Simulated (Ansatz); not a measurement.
Calculation: frozen-core CCSD(T)/cc-pVTZ // TPSSh-D3(BJ)/def2-TZVP run with Ansatz (a quantum-chemistry and plane-wave program).

Ansatz 0.2 input:
```yaml
crystal:
  periodic: [false, false, false]
  atoms:
    - { symbol: Cl, position_ang: [-1.812828, -0.353793, 0.000005] }
    - { symbol: Al, position_ang: [-0.000062, 0.725557, -0.000002] }
    - { symbol: Cl, position_ang: [1.812857, -0.353537, -0.000005] }
basis:
  gaussian: { orbitals: cc-pVTZ }
correlation:
  method: ccsd_t
magnetization:
  spin_polarized: true
  initial_magnetization: 1
```

Output:

```
Functional definition: HF
619 factors; integrals over basis functions are off by at most 8.0e-4 eV
mean field evaluation 1: about -31593.3326 eV, gradient 1.2e1 eV
mean field evaluation 2: about -31593.4527 eV, gradient 1.2e1 eV
mean field evaluation 4: about -31594.8149 eV, gradient 1.7e0 eV
mean field evaluation 8: about -31594.9078 eV, gradient 2.6e-1 eV
mean field evaluation 16: about -31594.9096 eV, gradient 2.8e-6 eV
mean field evaluation 32: about -31591.4012 eV, gradient 1.8e-1 eV
mean field -31594.90960182 eV, -1161.0915120680 hartree, gradient 2.9e-6 eV, S^2 0.753395; 0 other end points of the search recorded, 0 dependent functions left out
15 core orbitals not correlated
reference -31594.90960182 eV, -1161.0915120680 hartree; 9, 8 occupied and 78, 79 virtual orbitals, 619 factors
second order -11.47409763 eV of doubles, -0.00000000 eV of singles
cycle   1  -12.11787995 eV  change   -6.4e-1 eV  update   6.4e-2
cycle   2  -12.35798796 eV  change   -2.4e-1 eV  update   2.1e-2
cycle   3  -12.40085492 eV  change   -4.3e-2 eV  update   1.1e-2
cycle   4  -12.39339982 eV  change    7.5e-3 eV  update   4.3e-3
cycle   5  -12.39275015 eV  change    6.5e-4 eV  update   1.5e-3
cycle   6  -12.39310179 eV  change   -3.5e-4 eV  update   5.5e-4
cycle   7  -12.39320794 eV  change   -1.1e-4 eV  update   2.1e-4
cycle   8  -12.39325925 eV  change   -5.1e-5 eV  update   7.6e-5
cycle   9  -12.39324488 eV  change    1.4e-5 eV  update   2.6e-5
cycle  10  -12.39323906 eV  change    5.8e-6 eV  update   9.9e-6
perturbative correction -0.52325763 eV, -0.0192293632 hartree
Total energy: -31607.82609851 eV, -1161.5661845662 hartree
```

Cost: roughly 16 core-seconds.
